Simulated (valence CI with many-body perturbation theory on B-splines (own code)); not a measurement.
# Er LVI: key properties

Level of theory: relativistic CI+MBPT: three valence electrons over a frozen Dirac-Fock core [Ne], radial functions for each j: 9 s, 9 p, 8 d, 6 f, 3 g, 1 h, with the one-electron correlation potential Σ1, the two-electron term Σ2, the three-electron term Σ3, Breit, model QED; selected CI, second order for the rest, scaled by the run's own slope (own B-spline code, finite nucleus).

The last digits are not significant, and no measured levels were compared; by estimate large intervals hold to a few tenths of a per cent, small ones and those within an open d or f shell to about a per cent.

Levels are named by their leading jj configuration (3d3/2^4 stands for four electrons in 3d with j = 3/2), which in mixed levels can hold well under half, so a name can repeat and another be missing.

Rates and lifetimes use the calculated energies. Strong lines usually hold to 10 to 20 %, long lifetimes can be off by a factor of two.

What is the ground level?

(3s^2 3p1/2) J=1/2, composition 100 % 3s²3p ²P°, g = 0.650.

Name the longest-lived excited levels whose lifetime is computed, and their main decay.

(3s 3p3/2 3d5/2) J=9/2 at 62.432 Ry lives 16.0 ns, mostly by M1 to (3s 3p1/2 3d5/2) J=7/2; (3s^2 3p3/2) J=3/2 at 17.889 Ry lives 8.37 ns, mostly by M1 to (3s^2 3p1/2) J=1/2.

Among levels below 64.379 Ry, which E1 lines absorb most strongly from the ground level?

to (3s^2 3d3/2) J=3/2 at 2.739 nm, f = 0.419; to (3s 3p1/2 3p3/2) J=1/2 at 3.042 nm, f = 0.196; to (3s 3p1/2 3p3/2) J=3/2 at 3.110 nm, f = 0.120.

Where does the other parity begin?

At (3s 3p1/2^2) J=1/2, 10.738 Ry.

How well does LS coupling describe the low levels?

Among the lowest 20 levels the leading LS term, summed over configurations, holds 64 % on average. For single configurations the figures are 62 % in LS and 93 % in jj coupling. Terms mix most in the J = 3/2 level at 43.846 Ry, where the leading one holds 36 %.
